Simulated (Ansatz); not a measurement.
The same ligand exchange along the group Ti, Zr, Hf.

Calculated with Ansatz (gas phase, PBE0-D4/def2-TZVP geometries, no zero-point term in ΔE). CCSD(T)/CBS adds triple-zeta CCSD(T) − MP2 to the extrapolated MP2 energy (def2 sets, frozen cores). This one scheme is used for every species. Functionals use def2-TZVPP. def2 core potentials past Kr. For Hf, Ti, Zr outer-core shells are correlated without core-valence functions, which leaves a few kJ/mol of doubt a bond. Scalar relativity is left out up to krypton. One conformer a species, not always the lowest.

```csv
reaction,PBE-D4 (eV),revPBE-D4 (eV),MP2/CBS(def2) (eV),ωB97M-V (eV),CCSD(T)/CBS(def2) (eV)
`[Cl][Ti]([Cl])([Cl])[Cl]` + H₂S → `[SH][Ti]([Cl])([Cl])[Cl]` + HCl,0.52,0.52,0.50,0.57,0.53
`[Cl][Zr]([Cl])([Cl])[Cl]` + H₂S → `[SH][Zr]([Cl])([Cl])[Cl]` + HCl,0.64,0.64,0.66,0.71,0.68
`[Cl][Hf]([Cl])([Cl])[Cl]` + H₂S → `[SH][Hf]([Cl])([Cl])[Cl]` + HCl,0.65,0.65,0.68,0.72,0.69
```

Largest T1 diagnostic: 0.026, for `[SH][Ti]([Cl])([Cl])[Cl]`, so its coupled-cluster energy is less sure.
